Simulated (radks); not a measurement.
Values are calculated unless marked as measured or tabulated.
Radial electron density D(r) = 4 pi r^2 rho(r) of an atom or ion with 45 electrons. Code: a radial shooting solver on a logarithmic mesh with Libxc functionals. Model: Dirac Kohn-Sham, PBE, spin-unpolarised, spherical densities, finite nucleus; Fermi nuclear charge, rms radius of each element as measured or else 0.836 A^(1/3) + 0.57 fm.

r (bohr)  D(r) (e/bohr)
0.004831          19.05
0.00558           23.17
0.006444          27.86
0.007383          32.77
0.008526          38.36
0.009847          44.16
0.01128           49.56
0.01303           54.84
0.01505           59.24
0.01724           62.18
0.01991           63.70
0.02299           63.44
0.02634           61.74
0.03042           59.00
0.03513           56.31
0.04025           54.96
0.04648           55.89
0.05368           59.80
0.06151           65.81
0.07103           73.03
0.08203           78.63
0.09398           80.18
0.1085            76.71
0.1254            69.06
0.1436            60.98
0.1659            55.47
0.1915            55.57
0.2195            59.92
0.2534            64.73
0.2927            64.50
0.3353            57.24
0.3873            44.00
0.4473            30.39
0.5124            21.86
0.5918            19.02
0.6834            20.26
0.783             21.58
0.9043            20.54
1.044             16.82
1.196             12.20
1.382             7.660
1.596             4.322
1.828             2.329
2.111             1.132
2.438            0.5138
2.794            0.2238
3.226           0.08104
3.726           0.02401
4.269          0.005979
4.93           0.001004
5.694         0.0001156

What is the nuclear charge?

Answer. Z = 49. The innermost maximum, from 1s, lies near gamma/Z bohr with gamma = sqrt(1 - (Z/c)^2) = 0.934, here 0.0191 bohr (found: 0.0209), and its height grows with Z. The density is that of the indium ion In4+ in [Kr] 4d8.5 5s0.5; the configuration itself is not fixed sharply by these data, and Z only to a few units. D(r) has 4 maxima, at r = 0.0209, 0.0918, 0.272, 0.802 bohr, and minima at 0.0412, 0.178, 0.597 bohr, inside which lie 2.04, 11.21, 29.03 electrons.
